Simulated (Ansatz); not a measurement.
Relaxation of CH$_{4}$Cl$_{2}$Ga (8 atoms, charge 0, multiplicity 2), to a largest force component of 0.03 eV/Å in at most 50 steps.

Computed with UKS PBE-D4/def2-SVP in Ansatz.

```xyz
8
Properties=species:S:1:pos:R:3
Ga 0.000 0.000 -0.165
H -0.001 0.000 1.405
Cl 1.821 0.000 -1.333
Cl -1.820 0.000 -1.335
C 0.000 0.000 3.711
H -0.594 -0.924 3.778
H 1.098 -0.052 3.773
H -0.504 0.976 3.778
```

Task: Where does it end, and by what steps?

Result: It converged. The force dipped under the threshold on the way, but the program's further checks kept it going. After 17 steps the energy has fallen by 1.446 eV; H2 moved furthest, 0.96 Å. Parted: Ga1–H2 (1.57 → 2.86 Å). Joined: H2–C5 (2.31 → 1.11 Å).

```csv
step,energy less start (eV),largest force component (eV/Å),accepted
0,0.0000,0.131,yes
1,-0.0252,0.391,yes
2,-0.0694,0.692,yes
3,-0.1685,1.298,yes
4,-0.6888,2.979,yes
5,-1.0582,2.349,yes
6,-1.1297,3.660,yes
7,-1.3533,0.940,yes
8,-1.4081,0.393,yes
9,-1.4348,0.221,yes
10,-1.4435,0.064,yes
11,-1.4447,0.031,yes
12,-1.4451,0.039,yes
13,-1.4442,0.180,no
14,-1.4446,0.116,no
15,-1.4456,0.010,yes
16,-1.4458,0.094,yes
17,-1.4460,0.017,yes
```

```xyz
8
Properties=species:S:1:pos:R:3
Ga 0.034 -0.034 -0.500
H 0.091 -0.042 2.363
Cl 1.877 0.031 -1.691
Cl -1.909 0.028 -1.520
C -0.001 -0.005 3.469
H -0.596 -0.871 3.813
H 1.010 -0.042 3.917
H -0.506 0.935 3.760
```

Whether the end is a true minimum wasn't checked by a vibrational analysis.

Run time: 30 s on 4 threads of Arm Neoverse V1, on a shared host, peak memory 0.18 GiB.
